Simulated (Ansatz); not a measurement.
Ideal-gas functions of ClH₄O₂Si₂, SMILES `O[SiH][SiH](O)Cl` radical at 298.15 K and 1 bar, from an Ansatz frequency run at PBE0-D4/def2-TZVP.

Molar mass 127.66 g/mol, point group C1 (symmetry number 1), electronic degeneracy 2, moments of inertia 123.791, 372.547, 466.836 u Å². Harmonic wavenumbers (cm⁻¹, unscaled): 50, 84, 161, 176, 192, 230, 276, 417, 531, 536, 695, 760, 804, 828, 853, 906, 952, 2161, 2221, 3895, 3912.

Use S(trans) = R[1.5 ln M + 2.5 ln T − 1.1517]; rotational temperatures θ = 24.2544 K / I; S(rot) = R[ln(√π/σ · √(T³/θAθBθC)) + 1.5]; for each mode x = 1.438777 ν̃/T, S = R[x/(eˣ − 1) − ln(1 − e⁻ˣ)] and H = RT x/(eˣ − 1); 1 cm⁻¹ = 0.0119627 kJ/mol; R = 8.31446 J/(mol·K).

Task: By hand: the entropy, in J/(mol·K).

Result: Translation 169.3. Rotation: θ = 0.1959, 0.0651, 0.052 K, giving 118.7. Vibration, mode by mode: 20.16, 15.88, 10.62, 9.92, 9.24, 7.86, 6.52, 3.77, 2.45, 2.40, 1.31, 1.01, 0.85, 0.78, 0.70, 0.57, 0.47, 0.00, 0.00, 0.00, 0.00, in all 94.5. Electronic 5.8. Sum 388.3 J/(mol·K).

Task: By hand: H − E and G − E in kJ/mol, counted from the electronic energy.

Result: Zero-point energy ½ × 20640 × 0.0119627 = 123.5; thermal vibration 14.6; translation, rotation and pV give 4 RT = 9.9. H − E = 148.0 kJ/mol, and G − E = 148.0 − 298.15 × 388.3/1000 = 32.2 kJ/mol.

Vibration gives 24 % of the entropy, 36.0 J/(mol·K) of it from the modes under 150 cm⁻¹: soft modes count most, and the harmonic formula is weakest for them. The sum counts one conformer and one mirror image; others add a mixing term.
